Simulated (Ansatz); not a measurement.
Hf₂O₅H₂, relaxed as a singlet with RKS r2SCAN-D4/def2-SVP in Ansatz, starting from the GFN2-xTB geometry. Force threshold 0.02 eV/Å.

In the def2 sets Hf takes a core potential; there is no spin–orbit coupling. The structure holds 2 bonds between oxygen atoms, so isomers without such links may lie far lower. The relaxation made no stability test and no search for a lower SCF solution. No other spin state of charge 0 was run. Another isomer (singlet) lies 3.98 eV lower at PBE0-D4/def2-TZVP; other spin states weren't run for this one.

Start:

```xyz
9

Hf   -0.064   -0.940   -0.275
Hf   -0.189    1.891    0.626
O     0.796   -2.605   -0.973
O     1.165    0.485   -0.068
O    -1.400    0.227    0.347
O     0.261   -2.681    0.336
O    -0.152   -1.987   -1.826
H     0.098    2.332    2.439
H    -0.516    3.278   -0.606
```

Task: Estimate the energy that the relaxation releases and the steps that it takes.

Result: 151.2 kJ/mol, in 8 steps; 24 s on 4 threads of Arm Neoverse V2 on a shared host. No frequencies were taken in this run, so the end may be a saddle point.

Task: Does the start keep its bonding?

Result: By distances, no bond broke or formed. The bond that changes most is Hf1–O3, from 2.00 to 2.19 Å (atoms count from 1).

Task: Predict the relaxed structure.

Result: 
```xyz
9

Hf   -0.0020   -0.9087   -0.2891
Hf   -0.1901    1.9194    0.6378
O     0.7892   -2.8078   -1.0343
O     1.1713    0.6781   -0.0186
O    -1.3683    0.3776    0.3761
O     0.2797   -2.8011    0.3659
O    -0.1879   -2.1039   -1.9112
H     0.0458    2.3418    2.4480
H    -0.5377    3.3047   -0.5746
```
Bond lengths (bridged metal pairs left out): 7 × Hf–O 1.96 to 2.19 Å; 2 × O–O 1.49 Å; 2 × H–Hf 1.87 Å.
